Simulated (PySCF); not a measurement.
Continuum solvent and chemical shifts

Atoms are numbered as in `[O:1]=[S:2](=[O:3])([O-:4])[C:5]([F:6])([F:7])[F:8]`.

GIAO PBE0/pcSseg-1 in PySCF on one PBE0-D3(BJ)/def2-SVP conformer, non-relativistic, equivalent nuclei averaged. Solvents enter as an IEF-PCM continuum (benzene with ε = 2.3, chloroform with ε = 4.7) around the gas-phase geometry. Shifts are referred to CS2, TMS, CFCl3 computed in the same medium.

Gas phase, δ in ppm: S2 322.6, C5 128.6, F6/F7/F8 -96.9. Dipole moment 4.14 D.

**Question.** How does each δ change in the continuum?

**Answer.** 
```
   atoms                environment  Δδ, benzene  Δδ, chloroform
      S2            sulfonyl sulfur         -0.7            -1.1
      C5                 CF3 carbon         +0.5            +0.9
F6/F7/F8  fluorine of an SCF3 group         +4.0            +6.3
```

Changes are relative to the gas phase. The dipole moment becomes 4.44 D in benzene, 4.60 D in chloroform.

**Question.** Which nuclei move most (in ppm), and what does the model miss?

**Answer.** F6/F7/F8 (fluorine of an SCF3 group, +6.3 ppm) in chloroform. A continuum only polarises the solute; specific hydrogen bonds, the anisotropy of aromatic solvents and changes of geometry or conformer are outside it, as are counter-ions.
